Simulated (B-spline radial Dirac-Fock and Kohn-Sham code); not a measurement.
K-shell conversion coefficients of Pd against transition energy

The computed values come from an atomic code on a B-spline grid: a Dirac-Hartree-Slater potential of the neutral atom with a Latter tail (no hole, which puts coefficients of high multipoles low close above an edge), finite nucleus with surface currents. Subshells within 1 keV of threshold and pair formation are left out.

```
energy (keV)        E1        E3        E4        M2        M3       M4
          50     0.944      73.2       539      42.9       460     4490
        74.8     0.306      20.7       147      9.44      88.2      790
         100     0.134      7.10      45.0      3.24      25.8      201
         104     0.119      6.10      38.0      2.81      21.9      167
         126    0.0690      2.89      16.3      1.41      9.74     66.2
         127    0.0674      2.80      15.7      1.37      9.42     63.7
         200    0.0186     0.454      1.99     0.284      1.44     7.26
         213    0.0156     0.353      1.49     0.230      1.12     5.40
         229    0.0127     0.265      1.07     0.181     0.839     3.86
         435   0.00234    0.0233    0.0667    0.0239    0.0743    0.226
         500   0.00167    0.0144    0.0385    0.0159    0.0456    0.128
         524   0.00150    0.0123    0.0321    0.0138    0.0388    0.106
         585   0.00116   0.00859    0.0213    0.0101    0.0267   0.0687
         737  0.000699   0.00424   0.00948   0.00533    0.0126   0.0288
         867  0.000501   0.00268   0.00560   0.00346   0.00761   0.0161
        1000  0.000379   0.00183   0.00363   0.00239   0.00497  0.00990
        1030  0.000358   0.00170   0.00333   0.00222   0.00456  0.00897
        1100  0.000317   0.00144   0.00275   0.00188   0.00377  0.00723
        1160  0.000288   0.00126   0.00237   0.00164   0.00324  0.00609
        1490  0.000186  0.000700   0.00122  0.000897   0.00163  0.00281
        1900  0.000125  0.000412  0.000671  0.000512  0.000871  0.00140
        2000  0.000116  0.000371  0.000595  0.000456  0.000766  0.00122
        2050  0.000112  0.000352  0.000562  0.000432  0.000721  0.00114
```

Task: How fast do they fall between 1900 and 2050 keV?

Result: As powers of the energy: E1 E^-1.55, E3 E^-2.08, E4 E^-2.33, M2 E^-2.24, M3 E^-2.48, M4 E^-2.74. Within one type (E or M) the higher multipoles fall faster.
